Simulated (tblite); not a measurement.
Give a GFN2-xTB geometry of `C[C@H](O)C1=C/C=C\C=C/C=C\1`.

```
atom  x, y, z in Å
C1    -2.988   -0.193   -0.267
C2    -1.847    0.167    0.694
O3    -2.069    1.426    1.284
C4    -0.507    0.061   -0.019
C5     0.111    1.116   -0.540
C6     1.371    1.089   -1.288
C7     2.537    0.664   -0.817
C8     2.768    0.117    0.522
C9     2.152   -0.942    1.035
C10    1.153   -1.755    0.339
C11   -0.001   -1.317   -0.146
H12   -2.901   -1.222   -0.604
H13   -2.964    0.463   -1.136
H14   -3.943   -0.072    0.240
H15   -1.846   -0.534    1.537
H16   -2.158    2.081    0.583
H17   -0.334    2.103   -0.462
H18    1.322    1.539   -2.273
H19    3.429    0.769   -1.424
H20    3.557    0.605    1.085
H21    2.443   -1.314    2.011
H22    1.397   -2.809    0.268
H23   -0.685   -2.016   -0.612
```

Orientation and origin are arbitrary. Atoms count from 1 in this order. O3 (alcohol oxygen) is bent (angle 108.5°). The C–C distances run from 1.326 Å (C10=C11, drawn double) to 1.535 Å (C1–C2, drawn single), a spread of 0.209 Å. The 8-membered ring C4–C5–C6–C7–C8–C9–C10–C11 has internal angles of 123.3° to 125.8°; it is puckered, 0.43 Å rms from its mean plane, widest ring torsion 63°. Of the pairs four or more bonds apart, H16···H17 is among the closest relative to their van der Waals radii: 2.10 Å, 88 % of the sum of Bondi's values.

Bonds between heavy atoms (Å): C1–C2 1.535, C2–O3 1.407, C2–C4 1.521, C4=C5 1.329, C5–C6 1.465, C6=C7 1.328, C7–C8 1.465, C8=C9 1.328, C9–C10 1.465, C10=C11 1.326, C4–C11 1.474.

Computed geometry: GFN2-xTB, gas phase.

Point group: C1 (no symmetry element, even within 0.4 Å). Its lowest GFN2-xTB frequency is 2i cm⁻¹, too small to tell a flat minimum from a shallow saddle. The numbers are those of one conformer (C1–C2–O3–H -57°, C1–C2–C4–C5 97°, C4–C5–C6–C7 -61°, C6–C7–C8–C9 58°, C8–C9–C10–C11 -59°, C2–C4–C11–C10 -121°).

Hardware: one thread, Arm Neoverse N1 (aarch64), on a shared host. Cost: 1.7 s of wall time. That covers the optimisation of the geometry.
